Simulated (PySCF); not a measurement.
# Computed data sheet: `C=C(C)[Si@@](O)([SiH3])CC`

Species: C₅H₁₄OSi₂.
Atom-mapped SMILES: `[CH2:1]=[C:2]([CH3:3])[Si@@:4]([OH:5])([SiH3:6])[CH2:7][CH3:8]` (hydrogens: H9, H10 on C1; H11, H12, H13 on C3; H14 on O5; H15, H16, H17 on Si6; H18, H19 on C7; H20, H21, H22 on C8)

Geometry (PBE0-D3(BJ)/def2-SVP, Å), atoms numbered from 1 in this order:
```
atom  x, y, z in Å
C1    -2.6141   -0.2132   -1.0057
C2    -1.6661   -0.3039   -0.0616
C3    -1.9513   -0.8171    1.3210
Si4    0.0800    0.2601   -0.4824
O5     0.2244    0.5238   -2.1349
Si6    0.4831    2.3465    0.5120
C7     1.3229   -1.0341    0.0992
C8     2.7700   -0.7076   -0.2588
H9    -2.3912    0.1798   -2.0031
H10   -3.6515   -0.5174   -0.8163
H11   -1.3699   -1.7293    1.5363
H12   -1.6645   -0.0788    2.0892
H13   -3.0180   -1.0530    1.4591
H14    0.0758   -0.2477   -2.6914
H15    1.8680    2.8523    0.2530
H16    0.3141    2.2243    1.9972
H17   -0.4955    3.3634    0.0168
H18    1.0199   -2.0008   -0.3447
H19    1.2066   -1.1626    1.1900
H20    2.8851   -0.5437   -1.3415
H21    3.4598   -1.5149    0.0330
H22    3.1115    0.2131    0.2407
```

Structural features include: C=C double bond, Si–H bond and C–Si bond.

From PBE0-D3(BJ)/def2-SVP geometry optimisation, gas phase (PySCF):

- Point group: C1
- Rotational constants A, B, C: 1.448, 1.018, 0.890 GHz

From CAM-B3LYP/def2-SVPD ground state, ΔSCF and vertical TDDFT (core frozen in the response) (PySCF):

* Dipole moment: 2.24 D
* HOMO energy: -8.49 eV
* LUMO energy: 0.68 eV
* HOMO–LUMO gap: 9.17 eV
* Lowest singlet excitation: 6.25 eV (198 nm, f = 0.128)
* Strongest line among the 10 lowest singlet transitions: S3 at 6.70 eV (185 nm, f = 0.255)
* Lowest triplet excitation (Tamm–Dancoff): 4.13 eV
* Static isotropic polarisability: 121.4 au
* Vertical ionisation energy: 9.07 eV
* Electronic spatial extent ⟨r²⟩ about the centre of nuclear charge: 1656 bohr²

**KT2/pcSseg-1 ground state and GIAO shieldings, non-relativistic (PySCF)**

* 13C chemical shifts (computed TMS as zero) by class: 147.1 (C2), 123.7 (C1), 24.3 (C3), 15.8 (C7), 10.4 (C8) ppm
* 1H chemical shifts (computed TMS as zero) by class: 5.77 (H10), 5.61 (H9), 3.41 (H15/H16/H17), 1.80 (H11/H12/H13), 1.21 (H20/H21/H22), 0.76 (H19), 0.65 (H18), 0.15 (H14) ppm
* Isotropic shieldings of nuclei other than C and H, by class: 299 (O5), 346 (Si4), 480 (Si6) ppm

Monoisotopic mass from the formula: 146.0583 u.

The polarisability is 18.00 Å³ as a volume (1 au = 0.148185 Å³), or 1.52 au for each of the 80 electrons. The largest Löwdin shares of the HOMO are 0.22 on C1, 0.20 on C2, 0.15 on Si6 and 0.13 on Si4. S1 lies 2.92 eV below the HOMO–LUMO gap; its leading configuration is HOMO→LUMO, weight 0.50, beside HOMO−1→LUMO, weight 0.26. No computed singlet falls in the visible range (750 to 380 nm, 1.65 to 3.26 eV); S1 lies 2.99 eV above its blue end. In atomic units the dipole is 0.88 e·bohr (1 au = 2.5417 D). The ΔSCF ionisation energy exceeds −ε(HOMO) by 0.58 eV with CAM-B3LYP. In wavenumbers S1 is 50400 cm⁻¹ (1 eV = 8065.54 cm⁻¹). The rotational constants make it an asymmetric top with κ = (2B − A − C)/(A − C) = -0.54, nearer the prolate limit (−1).

One conformer (not necessarily the lowest) at the PBE0-D3(BJ)/def2-SVP geometry, without solvent or vibrations. NMR classes are plain means over equivalent atoms (diastereotopic ones count apart unless rotation or inversion swaps them), as if these changed places fast; in this geometry the members of some classes differ.
